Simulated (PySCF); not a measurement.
Species: C₄H₁₁Si, charge 0, multiplicity 2. It need not be the lowest isomer of its formula. 
Geometry from a B3LYP-D3(BJ)/def2-TZVP (Ansatz) optimisation:
SMILES: CC(C)(C)[SiH2]
```xyz
16

C     -0.6926    -1.4584     0.5209
C      0.1788    -0.2515     0.1478
C      0.6934     0.4277     1.4289
C      1.3700    -0.7113    -0.7037
Si    -0.8603     1.0231    -0.8249
H     -1.0640    -1.9769    -0.3653
H     -1.5544    -1.1638     1.1239
H     -0.1092    -2.1764     1.1067
H      1.2949    -0.2823     2.0087
H      1.3249     1.2899     1.2057
H     -0.1259     0.7644     2.0671
H      2.0086     0.1268    -0.9915
H      1.9863    -1.4173    -0.1375
H      1.0432    -1.2137    -1.6164
H     -0.0321     2.2046    -1.1998
H     -2.0255     1.4826    -0.0163
```
Charge 0, spin multiplicity 2.

Dispersion corrections to the total energy (kcal/mol) from the dftd3 and dftd4 libraries through PySCF: D3(BJ) without and D4 with the three-body term, each with the damping fitted for the functional named.

```
functional      D3(BJ)          D4
----------  ----------  ----------
B3LYP           -15.87      -14.14
TPSSh           -10.73      -10.88
TPSS            -11.65  (withheld)
r2SCAN           -2.66       -2.25
LC-wPBE     (withheld)       -9.79
B2GP-PLYP   (withheld)       -3.74
HF              -62.99      -31.12
```

Problem. Some entries are withheld; supply them.

Solution. 
- TPSS, D4: -11.95
- LC-wPBE, D3(BJ): -8.72
- B2GP-PLYP, D3(BJ): -5.75
